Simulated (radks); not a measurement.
Values are calculated unless marked as measured or tabulated.
All-electron atom: Bi69+ in [Ne] 3s2 3p2.

Code: a radial shooting solver on a logarithmic mesh with Libxc functionals. Model: non-relativistic Kohn-Sham, PBE, spin-polarised, spherical densities, point nucleus; open shells are filled with parallel spins first (spin-orbit coupling, left out, can overturn this in heavy ions); relativity is left out, which matters for an element this heavy.

Energy parts (hartree):
| part | energy |
|---|---|
| total | -14280.2724 |
| kinetic | 14279.6703 |
| electron-nucleus | -29557.9690 |
| Hartree | 1157.1640 |
| exchange-correlation | -159.1377 |

Orbitals (lengths in bohr, moments of r in powers of bohr; r(max) is where P^2 peaks; r(90%) holds 90 % of the orbital's charge):
orbital  occ.  eigenvalue (hartree)      <r>   r(max)  <1/r>  r(90%)
1s up       1             -3196.855  0.01823  0.01210  82.47  0.0324
1s down     1             -3196.553  0.01823  0.01210  82.47  0.0324
2s up       1             -711.7401  0.07562  0.06524  19.73   0.115
2s down     1             -711.4985  0.07560  0.06524  19.73   0.115
2p up       3             -696.2516  0.06380  0.05052  19.71   0.103
2p down     3             -695.9225  0.06379  0.05054  19.71   0.103
3s up       1             -297.4396   0.1766   0.1692  8.393   0.255
3s down     1             -296.3661   0.1768   0.1692  8.381   0.255
3p up       2             -291.5961   0.1662   0.1578  8.346   0.245
3p down     0             -290.5052   0.1663   0.1578  8.342   0.245
3d up       0             -282.7455   0.1424   0.1214  8.232   0.215
3d down     0             -281.8789   0.1423   0.1211  8.243   0.215
4s up       0             -162.0168   0.3214   0.3271  4.608   0.451
4s down     0             -161.6324   0.3218   0.3275  4.603   0.451

The highest occupied level is 3p up at -7934.7 eV. Virial ratio -V/T = 2.00004.
